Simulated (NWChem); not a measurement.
Species: CH3ISe; SMILES C[Se]I

Computed with NWChem. The geometry was optimised at PBE0/def2-SVP. def2 effective core potentials on I; no spin-orbit coupling.

For level HCTH/407/def2-SVP:

| Property | Value |
|---|---|
| highest occupied level (eV) | -5.23 |

Task: What are these values for level RPBE/def2-SVP?

Result: 
| Property | Value |
|---|---|
| highest occupied level (eV) | -5.09 |
